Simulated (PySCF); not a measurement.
**Simulated absorption spectrum**

C2H8GeOSi.
Numbering: `[O:1]=[CH:2][SiH2:3][CH2:4][GeH3:5]` (hydrogens: H6 on C2; H7, H8 on Si3; H9, H10 on C4; H11, H12, H13 on Ge5)

Method: PySCF 2.14.0, density-fitted response routines, TDDFT CAM-B3LYP/def2-SVPD, vertical, gas phase, core orbitals frozen in the response. Isolated species at its PBE0-D3(BJ)/def2-SVP geometry (one conformer only). The CAM-B3LYP/def2-SVPD calculation is non-relativistic and has no spin–orbit coupling, an omission that weighs most on germanium. Torsions of this conformer, `[O:1]=[CH:2][SiH2:3][CH2:4][GeH3:5]`: O1–C2–Si3–C4 16°, C2–Si3–C4–Ge5 -50°.

Broadening: Gaussians 0.25 eV wide at half height, area fixed by f = 4.319×10⁻⁹ ∫ε dν̃. The width is an assumption, not a result. The curve ends short of the highest state used, and states not computed would add to its high-energy end.

E (eV), ε (L mol⁻¹ cm⁻¹) and a bar:
```
     2.88          0 
     3.03          3 
     3.19         25 
     3.34         22 
     3.49          3 
     3.64          0 
     3.80          0 
     3.95          0 
     4.10          0 
     4.26          0 
     4.41          0 
     4.56          0 
     4.71          0 
     4.87          0 
     5.02          0 
     5.17          0 
     5.32          0 
     5.48          0 
     5.63          0 
     5.78          0 
     5.93          0 
     6.09          0 
     6.24          5 
     6.39        161 #
     6.54       1290 #######
     6.70       4824 ############################
     6.85       5255 ##############################
     7.00       1374 ########
     7.16       1912 ###########
     7.31       1333 ########
```

(1) Where are the band maxima, and which computed states make them?

(2) Does any computed singlet lie in the visible range?

(3) On this curve, what absorbance would a 10⁻⁴ mol/L sample give at 365 nm over a 1 cm path?

(4) Coming from long wavelengths, where does ε first pass 100 L mol⁻¹ cm⁻¹?

Results:

(1) 381 nm (3.26 eV), ε about 30, made up of S1 (100%); 183 nm (6.79 eV), ε about 6100, made up of S3 (22%) and S4 (77%); 172 nm (7.20 eV), ε about 2100, made up of S5 (100%) (ε in L mol⁻¹ cm⁻¹; maxima over ε = 5, shares over 10%). The states used: S1 3.26 eV (f 0.0003); S2 6.57 eV (f 0.0054); S3 6.70 eV (f 0.017); S4 6.81 eV (f 0.045); S5 7.21 eV (f 0.019); S6 7.61 eV (f 0.026); S7 7.66 eV (f 0.011); S8 7.68 eV (f 0.0003); S9 7.76 eV (f 0.014); S10 7.91 eV (f 0.017).

(2) S1 lies in the visible range (380 to 750 nm), at 381 nm, dark in the vertical dipole picture (f under 0.0005); light of that wavelength is violet, and its complementary colour is yellow-green; a Tamm–Dancoff triplet lies at 481 nm, without intensity as long as spin–orbit coupling is left out.

(3) 365 nm is 3.397 eV, where ε is about 13 L mol⁻¹ cm⁻¹, so A = ε c l ≈ 0.0013 (Beer–Lambert, with the gas-phase spectrum and the assumed width).

(4) At about 195 nm (6.37 eV), 3.11 eV above S1.

All these states lie below the vertical ionisation energy of 9.44 eV (ΔSCF).
